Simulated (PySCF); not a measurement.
## Strontium: a sound run and one with changed settings

Sound run: Sr⁺ [Kr] 5s1, Sr²⁺ [Kr]. Computed with PySCF 2.14 in x2c-SVPall, with the spin-free X2C one-electron Hamiltonian (Gaussian nucleus). The sound run starts from symmetry-adapted Hartree-Fock orbitals and uses a fine grid where one is needed.

A second run was set up differently.

```
species  method  sound run (hartree)  changed run (hartree)  converged
    Sr⁺     UHF          -3176.84871            -3176.84871        yes
    Sr⁺   M06-L          -3178.60537            -3178.66736         no
    Sr⁺    PBE0          -3178.42004            -3178.41841        yes
   Sr²⁺     UHF          -3176.46519            -3176.46519        yes
   Sr²⁺   M06-L          -3178.22800            -3178.28767        yes
   Sr²⁺    PBE0          -3178.01450            -3178.01292        yes
```

Ionisation energy of Sr⁺:

| method | sound run (eV) | changed run (eV) |
| --- | --- | --- |
| UHF | 10.436 | 10.436 |
| PBE0 | 11.035 | 11.034 |

**Question.** What was changed?
A. minimal basis
B. radial grid too coarse
C. too few SCF iterations
D. all electrons correlated in a valence basis

**Answer.** B. It used radial step 0.3 in ln r (0.13 in the sound run). A coarse radial grid mis-integrates the density and the exchange-correlation energy, with errors of either sign; Hartree-Fock needs no grid.
